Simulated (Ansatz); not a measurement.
Isolated molecules relaxed with PBE0-D4/def2-TZVP in Ansatz; ΔE leaves out vibrations. CBS: MP2 limit from def2 TZ/QZ plus the TZ coupled-cluster correction, frozen cores. DFT in def2-TZVPP. For V outer-core shells are correlated without core-valence functions, which leaves a few kJ/mol of doubt a bond. Scalar relativity is left out up to krypton. One conformer a species, not always the lowest.

Consider the redistribution: `[SiH3]S[SiH2]Cl` + `[NH]=[V]([NH2])([NH2])[OH]` → `N[SiH2]S[SiH3]` + `[NH]=[V]([NH2])([OH])[Cl]`.

```
             level  ΔE (eV)
           PBE0-D4    -0.48
           ωB97M-V    -0.47
               PBE    -0.48
     HF/def2-TZVPP    -0.54
    MP2/def2-TZVPP    -0.67
   CCSD/def2-TZVPP    -0.51
SCS-MP2/def2-QZVPP    -0.63
     MP2/CBS(def2)    -0.62
```

Question: What does CCSD(T)/CBS give? (Best estimate.)

Answer: The calculation gave: -0.46 eV. The listed levels differ from it by -0.02, -0.01, -0.02, -0.08, -0.21, -0.05, -0.17, -0.16 eV.

Largest T1 diagnostic among the species: 0.030, so the coupled-cluster value is less sure than usual.
